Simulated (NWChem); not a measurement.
System: BeHOCl; SMILES [OH][Be][Cl]

NWChem input:

```
start job
memory heap 200 mb stack 900 mb global 1100 mb
geometry units angstroms noautoz
  Be     0.045545     0.633275     0.000001
  Cl    -0.080788    -1.179817    -0.000000
  O      0.202873     2.033792     0.000000
  H     -0.431979     2.742103    -0.000001
end
basis spherical
  * library 6-31g*
end
dft
  xc n12
  iterations 150
  mulliken
end
task dft energy
```

Output (shortened):

```
             Northwest Computational Chemistry Package (NWChem) 7.3.0
             --------------------------------------------------------

 CS  symmetry detected

                             Geometry "geometry" -> ""
                             -------------------------

 Output coordinates in angstroms (scale by  1.889725989 to convert to a.u.)

  No.       Tag          Charge          X              Y              Z
 ---- ---------------- ---------- -------------- -------------- --------------
    1 Be                   4.0000     0.00371211     0.58541645     0.00000000
    2 Cl                  17.0000     0.00731407    -1.23206798     0.00000000
    3 O                    8.0000     0.06051944     1.99359716     0.00000000
    4 H                    1.0000    -0.62334306     2.65471259     0.00000000

 Effective nuclear repulsion energy (a.u.)      61.8365747303

      Symmetry information
      --------------------

 Group name             Cs
 Group number              2
 Group order               2
 No. of unique centers     4

                                 NWChem DFT Module
                                 -----------------

 Summary of "ao basis" -> "ao basis" (spherical)
 ------------------------------------------------------------------------------
       Tag                 Description            Shells   Functions and Types
 ---------------- ------------------------------  ------  ---------------------
 Be                          6-31g*                  6       14   3s2p1d
 Cl                          6-31g*                  8       18   4s3p1d
 O                           6-31g*                  6       14   3s2p1d
 H                           6-31g*                  2        2   2s

      Symmetry analysis of basis
      --------------------------

        a'         35
        a"         13

            General Information
            -------------------
          SCF calculation type: DFT
          Wavefunction type:  closed shell.
          No. of atoms     :     4
          No. of electrons :    30
           Alpha electrons :    15
            Beta electrons :    15
          Charge           :     0
          Spin multiplicity:     1
          Use of symmetry is: on ; symmetry adaption is: on
          Maximum number of iterations: 150
          AO basis - number of functions:    48
                     number of shells:    22
          Convergence on energy requested:  1.00D-06
          Convergence on density requested:  1.00D-05
          Convergence on gradient requested:  5.00D-04

              XC Information
              --------------
                          N12 Method XC Functional
                           N12 Exchange Functional  1.000
                         N12 Correlation Potential  1.000

             Grid Information
             ----------------
          Grid used for XC integration:  medium
          Radial quadrature: Mura-Knowles
          Angular quadrature: Lebedev.
          Tag              B.-S. Rad. Rad. Pts. Rad. Cut. Ang. Pts.
          ---              ---------- --------- --------- ---------
          Be                  1.05       49           7.0       434
          Cl                  1.00       88          10.0       590
          O                   0.60       49           9.0       434
          H                   0.35       45          10.0       434
          Grid pruning is: on
          Number of quadrature shells:   231
          Spatial weights used:  Erf1

      Superposition of Atomic Density Guess
      -------------------------------------

 Sum of atomic energies:        -549.26993152

      Non-variational initial energy
      ------------------------------

 Total energy =    -549.881091
 1-e energy   =    -879.997011
 2-e energy   =     268.279345
 HOMO         =      -0.462815
 LUMO         =      -0.002585

      Symmetry analysis of molecular orbitals - initial
      -------------------------------------------------

  Numbering of irreducible representations:

     1 a'          2 a"

  Orbital symmetries:

     1 a'          2 a'          3 a'          4 a'          5 a'
     6 a"          7 a'          8 a'          9 a'         10 a'
    11 a'         12 a'         13 a"         14 a'         15 a"
    16 a'         17 a'         18 a"         19 a'         20 a'
    21 a'         22 a"         23 a'         24 a'         25 a"

     ---------------------------------------------
      Total Density - Mulliken Population Analysis
     ---------------------------------------------

    Atom       Charge   Shell Charges
 -----------   ------   -------------------------------------------------------
    1 Be   4     3.22   2.00  0.38  0.52  0.19  0.04  0.09
    2 Cl  17    17.37   2.00  2.00  5.98  1.37  3.71  0.55  1.76  0.01
    3 O    8     8.95   2.00  0.93  3.23  0.84  1.94  0.01
    4 H    1     0.45   0.35  0.09

   convergence    iter        energy       DeltaE   RMS-Dens  Diis-err
 ---------------- ----- ----------------- --------- --------- ---------
 d= 0,ls=0.0,diis     1   -550.7911391431 -6.13D+02  2.29D-02  5.46D-01
 d= 0,ls=0.0,diis     2   -550.6724667038  1.19D-01  1.44D-02  1.72D+00
 d= 0,ls=0.0,diis     3   -550.8476331379 -1.75D-01  3.35D-03  6.51D-02
 d= 0,ls=0.0,diis     4   -550.8536894347 -6.06D-03  1.46D-03  5.58D-03
 d= 0,ls=0.0,diis     5   -550.8544688421 -7.79D-04  4.23D-04  3.85D-04
  Resetting Diis
 d= 0,ls=0.0,diis     6   -550.8545270638 -5.82D-05  9.46D-05  2.02D-05
 d= 0,ls=0.0,diis     7   -550.8545300928 -3.03D-06  2.62D-05  7.00D-07
 d= 0,ls=0.0,diis     8   -550.8545300513  4.15D-08  1.44D-05  1.17D-06
 d= 0,ls=0.0,diis     9   -550.8545301674 -1.16D-07  3.68D-06  1.08D-07

         Total DFT energy =     -550.854530167362
      One electron energy =     -883.715304700298
           Coulomb energy =      311.302706151115
    Exchange-Corr. energy =      -40.278506348458
 Nuclear repulsion energy =       61.836574730279

 Numeric. integr. density =       30.000000052948

                  Occupations of the irreducible representations
                  ----------------------------------------------

                     irrep           alpha         beta
                     --------     --------     --------
                     a'               12.0         12.0
                     a"                3.0          3.0

                       DFT Final Molecular Orbital Analysis
                       ------------------------------------

 Vector   13  Occ=2.000000D+00  E=-2.895587D-01  Symmetry=a"
              MO Center=  2.4D-02,  3.4D-01, -6.4D-17, r^2= 3.2D+00
   Bfn.  Coefficient  Atom+Function         Bfn.  Coefficient  Atom+Function
  ----- ------------  ---------------      ----- ------------  ---------------
    23      0.503476  2 Cl pz                37      0.415152  3 O  pz
    41      0.277197  3 O  pz                27      0.221899  2 Cl pz
    19     -0.193578  2 Cl pz                 5      0.171306  1 Be pz
     9      0.094782  1 Be pz

 Vector   14  Occ=2.000000D+00  E=-2.750632D-01  Symmetry=a'
              MO Center=  4.3D-02, -5.4D-01, -2.8D-16, r^2= 2.7D+00
   Bfn.  Coefficient  Atom+Function         Bfn.  Coefficient  Atom+Function
  ----- ------------  ---------------      ----- ------------  ---------------
    21      0.656944  2 Cl px                25      0.336721  2 Cl px
    17     -0.253114  2 Cl px                35     -0.244934  3 O  px
    39     -0.165115  3 O  px                36     -0.147618  3 O  py
    40     -0.097913  3 O  py                38     -0.094051  3 O  s
     4      0.055944  1 Be py                 3      0.047847  1 Be px

 Vector   15  Occ=2.000000D+00  E=-2.670791D-01  Symmetry=a"
              MO Center=  2.7D-02,  4.1D-01, -1.2D-16, r^2= 3.4D+00
   Bfn.  Coefficient  Atom+Function         Bfn.  Coefficient  Atom+Function
  ----- ------------  ---------------      ----- ------------  ---------------
    23      0.520523  2 Cl pz                37     -0.464052  3 O  pz
    41     -0.324679  3 O  pz                27      0.284047  2 Cl pz
    19     -0.200669  2 Cl pz                 9     -0.041961  1 Be pz
    11     -0.039948  1 Be d -1               5     -0.029198  1 Be pz

 Vector   16  Occ=0.000000D+00  E=-4.088150D-03  Symmetry=a'
              MO Center= -2.6D-01,  9.1D-01, -7.4D-15, r^2= 4.0D+00
   Bfn.  Coefficient  Atom+Function         Bfn.  Coefficient  Atom+Function
  ----- ------------  ---------------      ----- ------------  ---------------
     6      1.393947  1 Be s                 38     -0.672456  3 O  s
    48      0.492060  4 H  s                 24     -0.470637  2 Cl s
    26     -0.395742  2 Cl py                22     -0.245807  2 Cl py
    20     -0.195079  2 Cl s                 39      0.168451  3 O  px
    34     -0.149148  3 O  s                  1     -0.145534  1 Be s

 Vector   17  Occ=0.000000D+00  E= 1.845970D-02  Symmetry=a'
              MO Center=  2.0D-03,  5.8D-01,  8.2D-16, r^2= 3.2D+00
   Bfn.  Coefficient  Atom+Function         Bfn.  Coefficient  Atom+Function
  ----- ------------  ---------------      ----- ------------  ---------------
     7      0.721912  1 Be px                 3      0.470806  1 Be px
    48      0.341360  4 H  s                 25     -0.267174  2 Cl px
    21     -0.257288  2 Cl px                38     -0.207951  3 O  s
    35     -0.165853  3 O  px                39     -0.142881  3 O  px
     8     -0.128571  1 Be py                40     -0.123002  3 O  py

[...]
```

Level: N12/6-31G* (spherical d). Structure relaxed at the PBE0-D3(BJ)/def2-TZVP level.
